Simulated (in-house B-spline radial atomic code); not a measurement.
Values are calculated unless marked as measured or tabulated.
## C6 from the polarisability at imaginary frequency: Sr²⁺

TDHF linear response of the closed shell [Ar] 3d10 4s2 4p6, from a B-spline radial code for spherical atoms; scalar-relativistic (spin-free one-electron X2C), finite nucleus, no spin-orbit coupling; shells from n = 2 respond.

The dispersion coefficient of two like species is C6 = (3/π) ∫ α(iu)² du from 0 to ∞.

```
u (hartree)  α(iu) (bohr³)
          0          5.808
      0.156          5.691
      0.364          5.225
      0.624           4.39
       1.04          3.107
       1.56          2.023
       2.34          1.178
       3.64          0.613
        5.2           0.36
       7.79         0.1995
         13        0.09421
         26        0.03163
```

**Question.** Fit one oscillator, α(iu) = α(0)/(1 + u²/ω²), through u = 0.624 and estimate C6.

**Answer.** From α(0)/α(iu) − 1 = 5.808/4.39 − 1 = 0.3230, ω = u/√0.3230 = 1.0979 hartree (29.9 eV). London's formula gives C6 = (3/4) α(0)² ω = 0.75 × 5.808² × 1.0979 = 27.78 hartree·bohr⁶, and the oscillator holds f = α(0) ω² = 7.00 electrons, of a sum of oscillator strengths of 34.6.

**Question.** How does that compare with the full integral?

**Answer.** The program's quadrature over all excitations gives C6 = 28.87, so the single oscillator is off by -3.8 %. At the last point the fit gives α = 0.0103 against 0.0316: higher excitations, and deeper shells where there are any, keep the true curve higher at large u.
